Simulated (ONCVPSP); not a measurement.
## molybdenum: excitation energies, all-electron against ONCV

* Element: Mo
* Generator: ONCVPSP 4.0.1
* Type: optimised norm-conserving Vanderbilt (ONCV)
* Functional: LDA (Perdew-Zunger)
* Relativity: scalar-relativistic
* Frozen core: [Ar] 3d10 4s2
* Valence charge: 12
* Reference configuration: 4p6 4d5 5s1
* Partial waves: 5s: rc 2.75 bohr, ncon 4, nbas 7, qcut 2 1/bohr, 2 projectors, debl 2.3 Ha; 4p: rc 1.90 bohr, ncon 4, nbas 8, qcut 8.9 1/bohr, 2 projectors, debl 0.8 Ha; 4d: rc 1.90 bohr, ncon 5, nbas 9, qcut 8.6 1/bohr, local
* Local potential: the d channel
* Core correction: Teter function, fcfact 3.75, rcfact 1.3

In the p channel the program set the typed energies aside and used -1.418, 0.250 Ha.

Energies are relative to the spin-unpolarised reference configuration 4p6 4d5 5s1; without spin polarisation the order of configurations can differ from experiment. Not all tests gave a result: 1 of 4 tests not solved or not reliable.

```
valence configuration  charge  ΔE all-electron (eV)  error AE − PS (meV)
          4p6 4d5 5s0      +1                 7.186                 -9.8
          4p6 4d4 5s0      +2                22.889                  +13
          4p6 4d3 5s0      +3                49.850                  +52
```

Levels in the configuration 4p6 4d5 5s0:

| level | all-electron (eV) | pseudo (eV) |
| --- | --- | --- |
| 4p | -45.460 | -45.395 |
| 4d | -10.662 | -10.648 |

Note: ghosts flagged at negative energy: s at -21.5 eV; no localised positive-energy state flagged. A true bound ghost makes a file unfit for plane-wave use.
